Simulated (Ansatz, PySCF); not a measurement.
Cs (SMILES [Cs]), doublet (core potentials on Cs). Base run: B3LYP/def2-TZVP in PySCF.

The PySCF input:
```python
from pyscf import gto, scf, dft

mol = gto.Mole()
mol.atom = '''
    Cs    0.000000    0.000000    0.000000
'''
mol.basis = 'def2-tzvp'
mol.ecp = {'Cs': 'def2-tzvp'}
mol.charge = 0
mol.spin = 1
mol.verbose = 4
mol.build()

mf = dft.UKS(mol)
mf.xc = 'b3lyp'
mf.kernel()
```

The same geometry, method and basis name were run in Ansatz (a first-principles code) and PySCF, at each program's defaults and at the settings that a row names. The base is PySCF at its defaults. Differences at the defaults can come from grids, fitting, cores and function types together.

| code and settings | ΔE vs base (mEh) | basis functions | E (Eh) | SCF cycles |
|---|---|---|---|---|
| PySCF, defaults (exact integrals, its default grid, spherical functions) | 0.000 | 29 | -20.14958 | 7 |
| Ansatz, defaults (factorised integrals, its default grid, spherical functions) | 0.005 | 29 | -20.14958 | - |
| PySCF, density fitting with def2-universal-jkfit | 0.000 | 29 | -20.14958 | 7 |
| PySCF, fine grid | 0.000 | 29 | -20.14958 | 7 |
| Ansatz, high accuracy | 0.000 | 29 | -20.14958 | - |

Open shells are given as the SCF converged; they aren't shown to be the lowest states, and a large step between rows can be another state.
